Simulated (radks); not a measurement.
Results of a calculation; reference values are marked as such.
Spherical quantum dot in the effective-mass picture: electrons in a hard-walled sphere of radius 5.21, all in effective atomic units (hartree* = m*/eps^2 hartree, bohr* = eps/m* bohr), one dielectric constant everywhere. Level of theory: non-relativistic Kohn-Sham, exchange-only LDA, spin-polarised, spherical densities (a radial shooting solver with Libxc functionals). Levels are named by radial order and angular momentum (1s, 1p, 1d, 2s, ...), and open shells are averaged over m.

N = 2, configuration 1s2. This is the lowest configuration that the search found. Occupied and some empty levels:

| level | occupation | eigenvalue (hartree*) | <r> (bohr*) |
|---|---|---|---|
| 1s | 2 | 0.63650 | 2.831 |
| 1p | 0 | 0.79624 | 3.202 |
| 1d | 0 | 1.0179 | 3.443 |
| 2s | 0 | 1.1969 | 2.525 |

Energy (hartree*): total 0.734147, kinetic 0.37959, external 0, Hartree 0.63101, exchange-correlation -0.27646. Static polarisability (adiabatic kernel): 38.88 bohr*^3.

Electron density:

| r (bohr*) | n(r) (e/bohr*^3) |
|---|---|
| 0.119 | 0.01291 |
| 0.510 | 0.01284 |
| 0.901 | 0.01264 |
| 1.29 | 0.01226 |
| 1.68 | 0.01164 |
| 2.08 | 0.01068 |
| 2.47 | 0.009365 |
| 2.86 | 0.007704 |
| 3.25 | 0.005824 |
| 3.64 | 0.003920 |
| 4.03 | 0.002230 |
| 4.42 | 0.0009615 |
| 4.81 | 0.0002239 |
| 5.21 | 1.976e-07 |
